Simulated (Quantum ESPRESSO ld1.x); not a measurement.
The numbers below are computed, except where a source is named.
Q: All-electron atom: the bromine ion Br22+ in [Ne] 3s2 3p1. Code: ld1.x of Quantum ESPRESSO 7.5. Model: scalar-relativistic Kohn-Sham, LDA (Slater exchange, Perdew-Wang correlation), spin-polarised, spherical densities, point nucleus; open shells are filled with parallel spins first. Some entries of the table are withheld. Estimate them.

orbital,occ.,eigenvalue (eV),r(max) (bohr),<1/r> (bohr^-1)
1s up,1,-14276.3,0.028,35.62
1s down,1,-14274.8,0.028,35.62
2s up,1,-2669.71,0.158,7.996
2s down,1,-2668.26,0.158,7.998
2p up,3,-2476.07,0.127,7.821
2p down,3,-2474.36,0.127,7.822
3s up,1,-1002.19,(1),3.148
3s down,1,-996.684,(2),3.143
3p up,1,-940.863,0.423,3.058
3p down,0,-935.357,0.423,3.055
3d up,0,(3),0.344,(4)
3d down,0,(5),0.344,(6)
4s up,0,-515.470,0.884,1.664
4s down,0,-513.570,0.891,1.659

A: 
(1) 3s up r(max) (bohr): 0.437
(2) 3s down r(max) (bohr): 0.437
(3) 3d up eigenvalue (eV): -856.250
(4) 3d up <1/r> (bohr^-1): 2.898
(5) 3d down eigenvalue (eV): -851.374
(6) 3d down <1/r> (bohr^-1): 2.901
